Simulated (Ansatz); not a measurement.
One change: `[OH][Ti]([OH])([OH])[Br]` becomes `[OH][Zr]([OH])([OH])[Br]`.

Ansatz, PBE0-D4/def2-TZVP geometries, multiplicity 1. Each molecule was computed in one conformer, which needn't be the lowest.

Elements past krypton have def2 core potentials. Scalar relativity is left out up to krypton.

```json
{"property": "HOMO–LUMO gap (B3LYP/def2-TZVPP) / eV", "`[OH][Ti]([OH])([OH])[Br]`": "5.57"}
{"property": "HOMO energy (PBE0/def2-TZVPP) / eV", "`[OH][Ti]([OH])([OH])[Br]`": "-8.16"}
{"property": "HOMO–LUMO gap (ωB97M-V/def2-TZVPP) / eV", "`[OH][Ti]([OH])([OH])[Br]`": "10.50"}
{"property": "HOMO energy (B3LYP/def2-TZVPP) / eV", "`[OH][Ti]([OH])([OH])[Br]`": "-7.89"}
{"property": "LUMO energy (PBE0/def2-TZVPP) / eV", "`[OH][Ti]([OH])([OH])[Br]`": "-2.04"}
{"property": "HOMO energy (PBE/def2-TZVPP) / eV", "`[OH][Ti]([OH])([OH])[Br]`": "-6.84"}
```

(1) Give the same properties after the change, and the shifts. (Best estimate.)

Results:

(1) Computed: 
```tsv
property	`[OH][Zr]([OH])([OH])[Br]`	shift
HOMO–LUMO gap (B3LYP/def2-TZVPP) / eV	7.11	1.54
HOMO energy (PBE0/def2-TZVPP) / eV	-7.98	0.18
HOMO–LUMO gap (ωB97M-V/def2-TZVPP) / eV	10.74	0.24
HOMO energy (B3LYP/def2-TZVPP) / eV	-7.71	0.18
LUMO energy (PBE0/def2-TZVPP) / eV	-0.31	1.73
HOMO energy (PBE/def2-TZVPP) / eV	-6.68	0.16
```

With PBE0 the HOMO rises by 0.18 eV and the LUMO rises by 1.73 eV, so the gap widens by about 1.55 eV. PBE moves the HOMO by 0.16 eV and ωB97M-V by 0.16 eV.

B3LYP here is the variant with VWN-RPA as its local correlation; programs differ in this.

Spin–orbit coupling is left out; it splits and shifts lone-pair levels of the heavy atoms by tenths of an eV.
